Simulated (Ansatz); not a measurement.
Ansatz (a quantum-chemistry and plane-wave program) input (B3LYP/def2-TZVPD):

Ansatz 0.2 input:
```yaml
crystal:
  periodic: [false, false, false]
  atoms:
    - {symbol: Li, position_ang: [-0.00000000, -0.00000000, -2.27530728]}
    - {symbol: Na, position_ang: [0.00000000, 0.00000000, 0.62053835]}
basis:
  gaussian:
    orbitals: def2-TZVPD
hamiltonian:
  xc: {name: B3LYP}
total_charge: 1
magnetization: {spin_polarized: true, initial_magnetization: 1}
```

End of the output:

```
integrals: 0.01 GiB planned
483 factors; their error is unknown
mean field: 0.14 GiB planned
mean field evaluation 1: about -4615.5128 eV, gradient 2.8e0 eV
mean field evaluation 2: about -4615.5444 eV, gradient 1.0e0 eV
mean field evaluation 4: about -4615.5476 eV, gradient 6.1e-2 eV
mean field evaluation 8: about -4615.5668 eV, gradient 7.6e-4 eV
mean field -4615.56684794 eV, -169.6189531182 hartree, gradient 4.9e-5 eV, S^2 0.750009; 0 other end points of the search recorded, 0 dependent functions left out
reference -4615.56710280 eV, -169.6189624842 hartree; 7, 6 occupied and 45, 46 virtual orbitals, 483 factors
Total energy: -4615.56710280 eV, -169.6189624842 hartree
```

This state (charge 1, doublet) is run at the relaxed geometry of the species with charge 0 and multiplicity 1.
